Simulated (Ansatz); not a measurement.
Consider the atomization: `FC(F)([SiH3])[SiH3]` → C• + 2 F• + 6 H• + 2 Si•.

Computed with Ansatz on PBE0-D4/def2-TZVP structures; ΔE is electronic, products minus reactants. CCSD(T)/CBS adds triple-zeta CCSD(T) − MP2 to the extrapolated MP2 energy (def2 sets, frozen cores). This one scheme is used for every species, atoms too. For atomizations the MP2-based limit and the directly extrapolated one differ by several kJ/mol either way, and by 10 to 25 for some Ge, Se and Sn compounds, so smaller differences from it don't rank the levels. Functionals use def2-TZVPP. B3LYP here is the variant with VWN-RPA as its local correlation; programs differ in this. HSE06 is defined as in plane-wave codes. No spin–orbit coupling; open shells (•) take unrestricted orbitals. Spin–orbit coupling would lower the free atoms: a little for C, F, Si.

| level | ΔE (kJ/mol) | difference from CCSD(T)/CBS |
| --- | --- | --- |
| LDA (SPW92) | 4035.0 | 503.4 |
| PBE-D4 | 3559.9 | 28.3 |
| revPBE-D4 | 3479.7 | -51.9 |
| BLYP-D4 | 3518.5 | -13.1 |
| r2SCAN-D4 | 3533.9 | 2.3 |
| B97M-V | 3528.9 | -2.7 |
| PBE0-D4 | 3496.6 | -35.0 |
| B3LYP-D4 | 3523.5 | -8.1 |
| r2SCANh-D4 | 3507.8 | -23.8 |
| HSE06-D4 | 3498.8 | -32.8 |
| BHLYP-D4 | 3428.5 | -103.1 |
| CAM-B3LYP-D4 | 3551.5 | 19.9 |
| ωB97X-V | 3560.1 | 28.5 |
| ωB97M-V | 3539.8 | 8.2 |
| PBE-QIDH | 3475.4 | -56.2 |
| PBE | 3536.5 | 4.9 |
| revPBE | 3411.1 | -120.5 |
| BLYP | 3467.4 | -64.2 |
| PBE0 | 3476.8 | -54.8 |
| B3LYP | 3485.8 | -45.8 |
| r2SCANh | 3501.7 | -29.9 |
| HSE06 | 3480.3 | -51.3 |
| BHLYP | 3399.0 | -132.6 |
| CAM-B3LYP | 3531.3 | -0.3 |
| LC-ωPBE | 3506.1 | -25.5 |
| HF/def2-SVP | 2567.3 | -964.3 |
| MP2/def2-SVP | 3329.3 | -202.3 |
| CCSD/def2-SVP | 3274.6 | -257.0 |
| CCSD(T)/def2-SVP | 3307.0 | -224.6 |
| HF/def2-TZVPP | 2572.4 | -959.2 |
| MP2/def2-TZVPP | 3468.0 | -63.6 |
| SCS-MP2/def2-TZVPP | 3467.3 | -64.3 |
| CCSD/def2-TZVPP | 3386.5 | -145.1 |
| CCSD(T)/def2-TZVPP | 3434.0 | -97.6 |
| HF/def2-QZVPP | 2578.5 | -953.1 |
| MP2/def2-QZVPP | 3526.2 | -5.4 |
| SCS-MP2/def2-QZVPP | 3531.2 | -0.4 |
| HF/CBS(def2) | 2579.5 | -952.1 |
| MP2/CBS(def2) | 3565.7 | 34.1 |
| CCSD/CBS(def2) | 3484.2 | -47.4 |
| CCSD(T)/CBS | 3531.6 | 0 |

Largest T1 diagnostic among the species: 0.013.

At CCSD(T), def2-SVP lies −224.6 kJ/mol from the extrapolated value and def2-TZVPP −97.6 kJ/mol: correlation converges slowly with the basis, and small sets miss more of it in the bonded molecule than in its fragments. In def2-TZVPP, CCSD(T) changes the Hartree–Fock value by +861.6 kJ/mol (the triples alone add +47.5 kJ/mol) and MP2 by +895.7 kJ/mol; breaking electron pairs costs correlation energy, which Hartree–Fock lacks. From r2SCAN to r2SCAN0 (25 % exact exchange), in def2-TZVPP and without D4, ΔE moves by −64.0 kJ/mol: exact exchange takes away binding that semilocal exchange gives to molecules.
